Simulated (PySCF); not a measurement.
Bonds (- single, = double, # triple, : aromatic): C1-C2, C2-C3, C3-C4, C4-Si5, Si5-C6, C6-C7, C6-C8, C6-C2, C8-C3. C1 carries H9, H10, H11; C2 carries H12; C3 carries H13; C4 carries H14, H15; Si5 carries H16, H17; C7 carries H18, H19, H20; C8 carries H21, H22. Stereochemistry as in C[C@@H]1[C@H]2C[SiH2][C@]1(C)C2. H15, H17, H22 are cis to C1 on the ring; H14, H16, H21 are trans to C1 on the ring.

[PySCF 2.14.0 with density-fitted response routines: geometry from GFN2-xTB; shielding tensors at PBE0/pcSseg-1 (GIAO); no solvent model; one computed conformer; equivalent nuclei averaged; non-relativistic Hamiltonian]

**Question.** List the cross peaks expected in HSQC, COSY and HMBC spectra.

**Answer.** 

HSQC (one-bond C–H):
```
                δH         δC
        2.08 (H13)  39.8 (C3)
        1.93 (H22)  39.2 (C8)
        1.39 (H12)  46.6 (C2)
1.28 (H18/H19/H20)  17.7 (C7)
        1.18 (H14)  17.2 (C4)
 1.17 (H9/H10/H11)  12.5 (C1)
        1.15 (H15)  17.2 (C4)
        1.13 (H21)  39.2 (C8)
```

COSY cross peaks (H two or three bonds apart, from the bond graph; peaks can be absent where the dihedral angle is near 90°):
```
        δH                 δH
4.00 (H17)         3.92 (H16)
4.00 (H17)         1.18 (H14)
4.00 (H17)         1.15 (H15)
3.92 (H16)         1.18 (H14)
3.92 (H16)         1.15 (H15)
2.08 (H13)         1.93 (H22)
2.08 (H13)         1.39 (H12)
2.08 (H13)         1.18 (H14)
2.08 (H13)         1.15 (H15)
2.08 (H13)         1.13 (H21)
1.93 (H22)         1.13 (H21)
1.39 (H12)  1.17 (H9/H10/H11)
1.18 (H14)         1.15 (H15)
```

HMBC (two and three bonds, from the bond graph):
```
                δH                                                                δC
        4.00 (H17)  46.6 (C2), 39.8 (C3), 39.2 (C8), 36.2 (C6), 17.7 (C7), 17.2 (C4)
        3.92 (H16)  46.6 (C2), 39.8 (C3), 39.2 (C8), 36.2 (C6), 17.7 (C7), 17.2 (C4)
        2.08 (H13)             46.6 (C2), 39.2 (C8), 36.2 (C6), 17.2 (C4), 12.5 (C1)
        1.93 (H22)             46.6 (C2), 39.8 (C3), 36.2 (C6), 17.7 (C7), 17.2 (C4)
        1.39 (H12)  39.8 (C3), 39.2 (C8), 36.2 (C6), 17.7 (C7), 17.2 (C4), 12.5 (C1)
1.28 (H18/H19/H20)                                   46.6 (C2), 39.2 (C8), 36.2 (C6)
        1.18 (H14)                        46.6 (C2), 39.8 (C3), 39.2 (C8), 36.2 (C6)
 1.17 (H9/H10/H11)                                   46.6 (C2), 39.8 (C3), 36.2 (C6)
        1.15 (H15)                        46.6 (C2), 39.8 (C3), 39.2 (C8), 36.2 (C6)
        1.13 (H21)             46.6 (C2), 39.8 (C3), 36.2 (C6), 17.7 (C7), 17.2 (C4)
```

References, each an isolated molecule treated in the same way: $^{1}$H (σref 31.72) and $^{13}$C (σref 186.93) against TMS.

Short H···H contacts in this conformer between protons four or more bonds apart (candidates for NOE cross peaks, intensity ∝ r⁻⁶): H10···H22 2.18 Å, H12···H14 2.56 Å, H10···H18 2.59 Å, H15···H21 2.62 Å, H18···H22 2.66 Å, H12···H16 2.79 Å.

Shifts are as computed. Against solution values, carbons near 30 ppm lie about +3 ppm off and those near 130 ppm about +5 ppm. Of 1309 compounds with measured shifts, 239 miss one by over three times the rms of a fit or turn the order of signals round; such compounds aren't used in these exercises.
